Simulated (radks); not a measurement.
Spherical jellium clusters: N electrons in a uniform positive sphere of charge N and radius rs N^(1/3), rs = 2.3 bohr. Calculated with a radial shooting solver with Libxc functionals: non-relativistic Kohn-Sham, exchange-only LDA, spin-polarised, spherical densities. Levels are named by radial order and angular momentum (1s, 1p, 1d, 2s, ...), and open shells are averaged over m.

N = 33, configuration 1s2 1p6 1d10 2s2 1f(up 7, down 6). This is the lowest configuration that the search found. Occupied and some empty levels:

| level | occupation | eigenvalue (eV) | <r> (bohr) |
|---|---|---|---|
| 1s up | 1 | -10.230 | 4.039 |
| 1s down | 1 | -10.175 | 3.993 |
| 1p up | 3 | -8.0840 | 5.109 |
| 1p down | 3 | -7.9813 | 5.080 |
| 1d up | 5 | -5.7028 | 5.866 |
| 1d down | 5 | -5.5744 | 5.854 |
| 2s up | 1 | -5.2771 | 5.147 |
| 2s down | 1 | -5.1974 | 5.168 |
| 1f up | 7 | -3.1113 | 6.554 |
| 1f down | 6 | -2.9740 | 6.560 |
| 2p up | 0 | -2.4803 | 6.381 |
| 2p down | 0 | -2.4062 | 6.404 |
| 1g up | 0 | -0.42886 | 7.483 |
| 1g down | 0 | -0.30024 | 7.541 |
| 2d up | 0 | -0.28913 | 9.692 |
| 2d down | 0 | -0.23481 | 9.921 |

Energy (eV): total 7.50505, kinetic 156.72, external -4682.4, Hartree 2279.7, exchange-correlation -156.52, background 2410.1.
